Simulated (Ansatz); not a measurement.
Calculated with Ansatz (gas phase, PBE0-D4/def2-TZVP geometries, no zero-point term in ΔE). CBS: MP2 limit from def2 TZ/QZ plus the TZ coupled-cluster correction, frozen cores. This one scheme is used for every species. DFT in def2-TZVPP. B3LYP here is the variant with VWN-RPA as its local correlation; programs differ in this. One conformer a species, not always the lowest.

`[SiH3]CN[SiH3]` + `C=N` → `C=NCN[SiH3]` + SiH₄  (substitution at a C–Si bond)

(1) Is it downhill or uphill in electronic energy at CCSD(T)/CBS, and by how much? (Estimate.)

(2) What do these levels give: PBE0-D4, B3LYP-D4, ωB97X-V, B2PLYP, PBE, r2SCAN, CCSD(T)/def2-TZVPP, MP2/def2-QZVPP, SCS-MP2/def2-QZVPP, HF/CBS(def2), MP2/CBS(def2), CCSD/CBS(def2)? (An estimate is asked.)

Largest T1 diagnostic among the species: 0.012.

## Answers

(1) Ansatz gave: Uphill: ΔE = +19.3 kJ/mol.

(2) The calculation gave: PBE0-D4 17.6, B3LYP-D4 16.3, ωB97X-V 15.8, B2PLYP 16.4, PBE 16.8, r2SCAN 16.1, CCSD(T)/def2-TZVPP 15.9, MP2/def2-QZVPP 18.2, SCS-MP2/def2-QZVPP 17.1, HF/CBS(def2) 14.5, MP2/CBS(def2) 19.5, CCSD/CBS(def2) 20.5 kJ/mol.
